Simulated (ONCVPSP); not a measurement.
# gold (Au): what ONCVPSP 4.0.1 does with a changed input

Command:

```bash
oncvpsp.x < Au.dat > Au.out
```

Input:

```
# ATOM AND REFERENCE CONFIGURATION
# atsym  z   nc   nv     iexc    psfile
  Au 79.00   10    3  -116133      upf
#
#   n    l    f
    1    0    2.00
    2    0    2.00
    2    1    6.00
    3    0    2.00
    3    1    6.00
    3    2   10.00
    4    0    2.00
    4    1    6.00
    4    2   10.00
    4    3   14.00
    5    0    2.00
    5    1    6.00
    5    2   10.00
#
# PSEUDOPOTENTIAL AND OPTIMIZATION
# lmax
    2
#
#   l,   rc,      ep,       ncon, nbas, qcut
    0    1.60    0.00    4    8    6.30
    1    1.80    0.00    4    7    8.50
    2    1.65    0.00    3    7    7.60
#
# LOCAL POTENTIAL
# lloc, lpopt,  rc(5),   dvloc0
    4    5    1.25    1.00
#
# VANDERBILT-KLEINMAN-BYLANDER PROJECTORs
# l, nproj, debl
    0    2    3.90
    1    2    1.50
    2    5    2.60
#
# MODEL CORE CHARGE
# icmod, fcfact, rcfact
    1    0.40    0.00
#
# LOG DERIVATIVE ANALYSIS
# epsh1, epsh2, depsh
   -6.00    5.00    0.04
#
# OUTPUT GRID
# rlmax, drl
    6.00    0.01
#
# TEST CONFIGURATIONS
# ncnf
    4
# nvcnf
#   n    l    f
    4
    5    0    2.00
    5    1    6.00
    5    2   10.00
    6    0    1.00
#
    3
    5    0    2.00
    5    1    6.00
    5    2    9.00
#
    3
    5    0    2.00
    5    1    6.00
    5    2    8.00
#
    4
    5    0    2.00
    5    1    6.00
    5    2   10.00
    6    0    0.50
#
```

This is an input that runs to its end, with one change: nproj of l = 2 set to 5.

Question: How does the run end?

Answer: The program runs through. Ghost flags: GHOST(-) d at -6810.9 eV, GHOST(+) s at 170.4 eV; the largest excitation error among the 4 tests with output is 8.84 meV, against 16.9 meV for the unchanged input. Messages: WARNING scattering state with energy 0.05000000; WARNING scattering state with energy 0.25000000; WARNING wellstate: moderately localized bound state found for n= 6 l= 0.

```
   2   0  2.0000 -525.00515045
   2   1  6.0000 -454.04082582
   3   0  2.0000 -124.93669936
   3   1  6.0000 -104.35869064
   3   2 10.0000  -82.38703151
   4   0  2.0000  -28.15866384
   4   1  6.0000  -21.41165217
   4   2 10.0000  -13.31753002
   4   3 14.0000   -4.32919148
   5   0  2.0000   -5.31829178   -5.31786345    4.28D-04
   5   1  6.0000   -3.51711138   -3.51757897   -4.68D-04
   5   2  8.0000   -1.49416441   -1.49426437   -1.00D-04

    Total energies and differences
      AE_ref= -1.90062666D+04  AE_tst= -1.90042400D+04  dif=  2.03D+00
      PS_ref= -1.38085654D+02  PS_tst= -1.36058755D+02  dif=  2.03D+00
      PSP excitation error= -3.25D-04

Test configuration 4

   n   l     f        eae           eps        diff
   1   0  2.0000-2968.02977380
   2   0  2.0000 -523.80303257
   2   1  6.0000 -452.83870783
   3   0  2.0000 -123.73767487
   3   1  6.0000 -103.15968152
   3   2 10.0000  -81.18745475
   4   0  2.0000  -26.96160189
   4   1  6.0000  -20.21476809
   4   2 10.0000  -12.12080563
   4   3 14.0000   -3.13357449
   5   0  2.0000   -4.13576466   -4.13442952    1.34D-03
   5   1  6.0000   -2.34955012   -2.34922032    3.30D-04
   5   2 10.0000   -0.40393894   -0.40388113    5.78D-05
   6   0  0.5000   -0.34575929   -0.34566698    9.23D-05

    Total energies and differences
      AE_ref= -1.90062666D+04  AE_tst= -1.90064741D+04  dif= -2.08D-01
      PS_ref= -1.38085654D+02  PS_tst= -1.38293292D+02  dif= -2.08D-01
      PSP excitation error=  5.83D-05
```
